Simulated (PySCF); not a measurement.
## Correlation energy of Ne²⁺ (neon, charge +2)

[He] 2s1 2p4 3s1, high-spin 5P determinant (an excited configuration). All numbers are calculated (PySCF 2.14, the spin-free X2C one-electron Hamiltonian (Gaussian nucleus), in x2c-QZVPPall with one added diffuse shell each of s, p, d, f type (8s5p4d3f1g, 73 functions)). Frozen: 1s2; 6 electrons correlated.

```tsv
level	correlation energy (mhartree)
CCSD	-124.98
(T)	-2.89
CCSD(T)	-127.87
```

Diagnostics: T1 = 0.0029, D1 = 0.0081, largest double amplitude 0.128.

The outer electron is Rydberg-like, and this basis confines it to a smaller radius and binds it less than a complete one would.

Cost of the coupled-cluster step: of the order of 14 core-seconds, for 6 correlated electrons.

Iterations:

```
CC2 = 0
CCSD nocc = (np.int64(5), np.int64(1)), nmo = (72, 72)
frozen orbitals [[0], [0]]
max_cycle = 100
direct = 0
conv_tol = 1e-08
conv_tol_normt = 1e-06
diis_space = 8
diis_start_cycle = 0
Init t2, MP2 energy = -0.122709546484681
Init E_corr(UCCSD) = -0.122709546485313
cycle = 1  E_corr(UCCSD) = -0.143831515648365  dE = -0.0211219692  norm(t1,t2) = 0.206326
cycle = 2  E_corr(UCCSD) = -0.167116222762925  dE = -0.0232847071  norm(t1,t2) = 0.426107
cycle = 3  E_corr(UCCSD) = -0.126080011753202  dE = 0.041036211  norm(t1,t2) = 0.866577
cycle = 4  E_corr(UCCSD) = -0.122661259379502  dE = 0.00341875237  norm(t1,t2) = 0.0553347
cycle = 5  E_corr(UCCSD) = -0.128106695297752  dE = -0.00544543592  norm(t1,t2) = 0.0827997
cycle = 6  E_corr(UCCSD) = -0.125463956229394  dE = 0.00264273907  norm(t1,t2) = 0.0914547
cycle = 7  E_corr(UCCSD) = -0.12467498731517  dE = 0.000788968914  norm(t1,t2) = 0.0124995
cycle = 8  E_corr(UCCSD) = -0.124523249093236  dE = 0.000151738222  norm(t1,t2) = 0.0376973
cycle = 9  E_corr(UCCSD) = -0.124960130953408  dE = -0.00043688186  norm(t1,t2) = 0.0135208
cycle = 10  E_corr(UCCSD) = -0.124983644558643  dE = -2.35136052e-05  norm(t1,t2) = 0.000358646
cycle = 11  E_corr(UCCSD) = -0.124975423461128  dE = 8.22109751e-06  norm(t1,t2) = 0.000245302
cycle = 12  E_corr(UCCSD) = -0.124975203718851  dE = 2.19742277e-07  norm(t1,t2) = 1.42103e-05
cycle = 13  E_corr(UCCSD) = -0.124975152044908  dE = 5.16739433e-08  norm(t1,t2) = 5.22458e-06
cycle = 14  E_corr(UCCSD) = -0.124975123052386  dE = 2.89925217e-08  norm(t1,t2) = 1.84379e-06
cycle = 15  E_corr(UCCSD) = -0.124975120799633  dE = 2.25275336e-09  norm(t1,t2) = 1.04711e-06
cycle = 16  E_corr(UCCSD) = -0.124975114236188  dE = 6.56344461e-09  norm(t1,t2) = 1.3204e-06
cycle = 17  E_corr(UCCSD) = -0.12497511493153  dE = -6.9534159e-10  norm(t1,t2) = 1.75247e-06
cycle = 18  E_corr(UCCSD) = -0.124975109795063  dE = 5.13646732e-09  norm(t1,t2) = 1.03194e-06
cycle = 19  E_corr(UCCSD) = -0.124975089651067  dE = 2.01439958e-08  norm(t1,t2) = 9.88968e-07
cycle = 20  E_corr(UCCSD) = -0.124975136148568  dE = -4.64975013e-08  norm(t1,t2) = 1.31745e-06
cycle = 21  E_corr(UCCSD) = -0.124975156950757  dE = -2.08021891e-08  norm(t1,t2) = 6.86358e-07
cycle = 22  E_corr(UCCSD) = -0.124975167430003  dE = -1.04792455e-08  norm(t1,t2) = 3.18365e-07
cycle = 23  E_corr(UCCSD) = -0.124975170870646  dE = -3.44064283e-09  norm(t1,t2) = 2.80738e-07
UCCSD converged
E(UCCSD) = -124.4338722335266  E_corr = -0.1249751708706456
UCCSD(T) correction = -0.00289079975040348
```
